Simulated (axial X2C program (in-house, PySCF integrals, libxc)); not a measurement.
## Ionising AgH

Calculated with an in-house relativistic program for diatomic molecules, spin-free (one-electron X2C) or two-component (2c: spin–orbit coupling with atomic mean-field Coulomb and Gaunt terms, which also bring small scalar terms), in Dyall basis sets with cores contracted in-house; open shells are unrestricted.

Basis sets: Ag dyall-cv3z, H dyall-v3z. Frozen shells (counts by l): AgH Ag 4s3p1d, H none, 12 electrons correlated; AgH⁺ Ag 4s3p1d, H none, 11 electrons correlated. Coupled cluster in natural virtuals with an MP2 remainder. Where the outer core of a metal is frozen, bonds come out longer and ionisation energies lower.

```tsv
Hamiltonian	level	AgH state	Re (Å)	ωe (cm⁻¹)	De (eV)
spin-free	PBE0	M_S = 0, Λ = 0	1.624	1764.3	2.28
spin-free	MP2	M_S = 0, Λ = 0	1.590	1870.0	2.19
2c	PBE0	Ω = 0	1.624	1763.8	2.28
2c	MP2	Ω = 0	1.590	1868.7	2.19
2c	CCSD	Ω = 0	1.631	1726.3	2.30
2c	CCSD(T)	Ω = 0	1.624	1739.3	2.36
```

Adiabatic ionisation energy (minimum to minimum, no zero-point term) and constants of AgH⁺:

| Hamiltonian | level | AgH⁺ state | IE (eV) | Re (Å) | ωe (cm⁻¹) | De (eV) | fragments |
| --- | --- | --- | --- | --- | --- | --- | --- |
| spin-free | PBE0 | M_S = 1/2, Λ = 0 | 9.26 | 1.685 | 1160.2 | 0.65 | Ag+ + H |
| spin-free | MP2 | M_S = 1/2, Λ = 0 | 9.31 | 1.789 | 696.7 | 0.38 | Ag+ + H |
| 2c | PBE0 | Ω = 1/2 | 9.25 | 1.685 | 1163.3 | 0.65 | Ag+ + H |
| 2c | MP2 | Ω = 1/2 | 9.31 | 1.789 | 695.3 | 0.38 | Ag+ + H |
| 2c | CCSD | Ω = 1/2 | 9.24 | 1.732 | 877.9 | 0.41 | Ag+ + H |
| 2c | CCSD(T) | Ω = 1/2 | 9.34 | 1.708 | 984.9 | 0.46 | Ag+ + H |

Q: Add the zero-point terms to the ionisation energy at CCSD(T), 2c, and say whether the electron removed was bonding.

A: IE0 = IE + (ωe⁺ − ωe)/2 = 9.34 + (-0.047) = 9.29 eV. Re changes by 0.084 Å, so the bond lengthens, as on loss of a bonding electron.

Q: Close the cycle De(AgH⁺) + IE(AgH) = De(AgH) + IE(Ag) to find the atomic ionisation energy at CCSD(T), 2c.

A: IE(Ag) = 0.46 + 9.34 − 2.36 = 7.44 eV, for the determinants used.

Each entry is the lowest single determinant of a limited PBE0 search at one distance. De goes to single-determinant-based atoms at the same level (for ions the charge split of lowest energy) and is withheld (n/a) where an atom does not fit its ground term or J level. Main or longest-lived isotopes. One determinant is a doubtful description, or other states lie close, for AgH; these need not be ground states, and all values refer to the states named.
